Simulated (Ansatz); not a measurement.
`S=C=CBBr`, charge 0, multiplicity 1.

(1) Give a relaxed structure at PBE0-D4/def2-TZVP (Ansatz). (An estimate is asked.)

## Answers

(1) The calculation gave: 
Cartesian coordinates in Å:
```
S 0.602 2.474 1.363
C 0.140 1.360 0.408
C -0.241 0.381 -0.388
B 0.076 -1.043 0.015
Br -0.462 -2.491 -1.114
H -0.770 0.634 -1.303
H 0.654 -1.315 1.018
```
Point group Cs.
